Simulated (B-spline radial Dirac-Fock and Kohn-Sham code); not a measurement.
# Satellites and hypersatellites of the K lines of Cr²⁺

System: chromium as Cr²⁺, [Ar] 3d4, inside a Watson sphere of charge -2 and radius 2.4 Å (a model of the Madelung potential; inside it an electron's potential energy is raised by 12.0 eV).

Input of the calculation (task.json; shells as n, l, electrons):

```json
{"items": [{
  "Z": 24,
  "q": 2,
  "cfg": [[1, 0, 2], [2, 0, 2], [2, 1, 6], [3, 0, 2], [3, 1, 6], [3, 2, 4]],
  "A": 52,
  "rrms": 3.6452,
  "watson": [-2, 2.4],
  "do": ["binding", "quiet", "double"]
}]}
```

Run with: `python xray_run.py task.json out`

Level of theory: relaxed Dirac-Fock hole states (ΔSCF) with Breit and QED corrections and a finite nucleus; an atomic code on a B-spline grid. Each two-hole energy is an average over J within one jj subconfiguration, not an observable level; in light atoms, where LS coupling holds, the j-resolved values are not observed lines, and for a K spectator the Kα1 hypersatellite is nearly forbidden. Correlation energy is missing from these numbers.

Lines without a spectator: Kα2 (K-L2) 5404.9 eV, Kα1 (K-L3) 5413.3 eV, Kβ3 (K-M2) 5944.3 eV, Kβ1 (K-M3) 5945.3 eV. Shifts in eV with one spectator hole (a dash: not computed, or left out as unreliable):

```
spectator hole     Kα2     Kα1    Kβ3    Kβ1
    L2 (2p1/2)  +22.19  +27.22      –  +63.5
    L3 (2p3/2)  +25.64  +24.47  +61.8      –
    M2 (3p1/2)       –   +1.84  +4.82  +6.22
    M3 (3p3/2)   +1.70       –  +5.96  +5.57
```

Q: Where does the K-L3 hypersatellite lie, emitted when both K electrons are missing?

A: +251.3 eV from the normal line, at 5664.6 eV. Removing both K electrons costs 12354.5 eV, which is 336.8 eV more than twice the K binding energy. In light atoms the observed hypersatellite is the ¹S₀ → ¹P₁ component, which lies below this average, and the triplet component is nearly forbidden.

With n spectator holes in 2p, averaged over the 2p shell (energies in eV):

```
n    KαLⁿ   step  hypersatellite KαʰLⁿ
0  5410.5      –                5661.3
1  5435.9  +25.4                5687.8
2  5462.4  +26.5                5715.6
3  5490.0  +27.6                5744.4
4  5518.8  +28.8                5774.5
5  5548.9  +30.0                5805.8
```
